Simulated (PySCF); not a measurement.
One of the candidates below gave these computed data.

All candidates are C7H7NOS.

- 13C NMR: chemical shifts (computed TMS as zero) by class: 194.1 (1 C), 189.4 (1 C), 156.9 (1 C), 139.1 (1 C), 102.2 (1 C), 97.4 (1 C), 34.2 (1 C) ppm [GIAO PBE0/pcSseg-1]
- NMR, other nuclei: isotropic shieldings of nuclei other than C and H, by class: 109 (1 N), -355 (1 O), 10 (1 S) ppm [GIAO PBE0/pcSseg-1]
- 1H NMR: chemical shifts (computed TMS as zero) by class: 9.66 (1 H), 7.54 (1 H), 6.90 (1 H), 6.84 (1 H), 3.35 (3 H) ppm [GIAO PBE0/pcSseg-1]
- Dipole: 3.05 D [PBE0/pcSseg-1]
- Rotational structure: rotational constants A, B, C: 1.763, 0.625, 0.463 GHz [GFN2-xTB]

Electronic properties: PySCF, gas phase, density fitting. Levels stand in brackets. The structure is a single GFN2-xTB conformer in the gas phase; no vibrational or solvent corrections. GFN2-xTB frequencies show an imaginary mode (119i cm⁻¹), so this geometry is no minimum at that level. NMR classes are plain means over equivalent atoms (diastereotopic ones count apart unless rotation or inversion swaps them), as if these changed places fast.

Question: Which candidate is it?
A. `C=C(C#CC(=S)NC)C=O`
B. `N#CCC#C[C@@H]1CC[S@@]1=O`
C. `NCc1cc2occc2s1`

Answer: A. It is `C=C(C#CC(=S)NC)C=O`. Numbering: `[CH2:1]=[C:2]([C:3]#[C:4][C:5](=[S:6])[NH:7][CH3:8])[CH:9]=[O:10]`. Its formula, C7H7NOS, gives 5 degrees of unsaturation: 0 rings and 5 π bonds in the structure found. 7 carbons fall into 7 classes; from least to most shielded: aldehyde carbon [C9] (194.1 ppm), thiocarbonyl carbon [C5] (189.4 ppm), terminal =CH2 carbon [C1] (156.9 ppm), fully substituted alkene carbon [C2] (139.1 ppm), alkyne carbon [C3] (102.2 ppm), alkyne carbon [C4] (97.4 ppm), N-methyl carbon [C8] (34.2 ppm). Hydrogen classes from least to most shielded: 1 H on an aldehyde carbon, C9 (9.66 ppm), 1 H on a terminal =CH2 carbon, C1 (7.54 ppm), 1 H on a nitrogen bound to a thiocarbonyl carbon, N7 (6.90 ppm), 1 H on a terminal =CH2 carbon, C1 (6.84 ppm), 3 H on an N-methyl carbon, C8 (3.35 ppm, a mean of values up to 0.8 ppm apart in this geometry). The other shieldings belong to: 109 ppm, nitrogen bound to a thiocarbonyl carbon [N7]; -355 ppm, aldehyde oxygen [O10]; 10 ppm, thiocarbonyl sulfur [S6]. The optimised geometry has point group Cs and is an asymmetric top.

The others, at the same levels:
- `N#CCC#C[C@@H]1CC[S@@]1=O` fails: its computed 13C shifts are 118.8 (1 C), 87.2 (1 C), 86.3 (1 C), 47.8 (1 C), 47.6 (1 C), 33.2 (1 C), 9.6 (1 C) ppm, 1H shifts are 3.79 (1 H), 3.48 (1 H), 3.43 (1 H), 3.28 (1 H), 3.24 (1 H), 2.90 (1 H), 2.45 (1 H) ppm and rotational constant A is 2.811 GHz (against 1.763 GHz).
- `NCc1cc2occc2s1` fails: its computed 13C shifts are 163.4 (1 C), 160.7 (1 C), 148.9 (1 C), 134.6 (1 C), 112.6 (1 C), 111.5 (1 C), 48.6 (1 C) ppm, 1H shifts are 7.58 (1 H), 6.95 (1 H), 6.93 (1 H), 3.98 (2 H), 0.91 (2 H) ppm and rotational constant A is 3.030 GHz (against 1.763 GHz).

Each candidate is one conformer, not necessarily the lowest. Dipoles, sizes and rotational constants follow the conformer. The torsions of the flexible species, by atom-mapped SMILES:
- `[CH2:1]=[C:2]([C:3]#[C:4][C:5](=[S:6])[NH:7][CH3:8])[CH:9]=[O:10]`: C4–C5–N7–C8 0°, C1–C2–C9–O10 180°
- `[NH2:1][CH2:2][c:3]1[cH:4][c:5]2[o:6][cH:7][cH:8][c:9]2[s:10]1`: N1–C2–C3–C4 -89°, H–N1–C2–C3 58°, H–N1–C2–C3 -61°
